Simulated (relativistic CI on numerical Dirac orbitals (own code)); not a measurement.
## Magnetism of Mo4+, 4d2, in a crystal field

Calculated by Dirac-Coulomb-Breit CI, separate exchange-only KLI orbitals for each configuration, model QED, valence Slater integrals scaled by 0.75, one configuration in a parametric crystal field (own radial code).

Field parameters in Wybourne normalisation: Td as Oh with Dq negative (B⁴₀ = 21Dq, B⁴₄ = √(5/14) B⁴₀). The field is a parameter set, without covalency.

S is read from ⟨S²⟩ = S(S + 1).

Powder χT (cm³ K mol⁻¹) by Van Vleck's formula, with temperature-independent terms:

```tsv
Field	2 K	5 K	10 K	20 K	50 K	100 K	200 K	300 K
Td, 10Dq = -3200 cm⁻¹	0.207	0.208	0.211	0.216	0.232	0.258	0.311	0.363
Td, 10Dq = -5800 cm⁻¹	0.468	0.469	0.47	0.474	0.484	0.501	0.534	0.568
Td, 10Dq = -8400 cm⁻¹	0.612	0.613	0.614	0.616	0.623	0.636	0.66	0.684
Td, 10Dq = -10950 cm⁻¹	0.696	0.696	0.697	0.699	0.705	0.714	0.733	0.752
Td, 10Dq = -13550 cm⁻¹	0.752	0.752	0.753	0.755	0.759	0.767	0.782	0.797
Td, 10Dq = -16100 cm⁻¹	0.79	0.79	0.791	0.792	0.796	0.803	0.816	0.829
Td, 10Dq = -18700 cm⁻¹	0.819	0.819	0.82	0.821	0.824	0.83	0.841	0.852
```

Question: For Td, 10Dq = -8400 cm⁻¹: what effective moment follows at 300 K?

Answer: μ_eff = √(8χT) = 2.34 μB. The ground level has S = 1.00; the spin-only moment for S = 1 is 2.83 μB. The difference comes from the orbital moment, spin-orbit mixing of terms and temperature-independent paramagnetism, all larger in this ionic model than in covalent complexes.
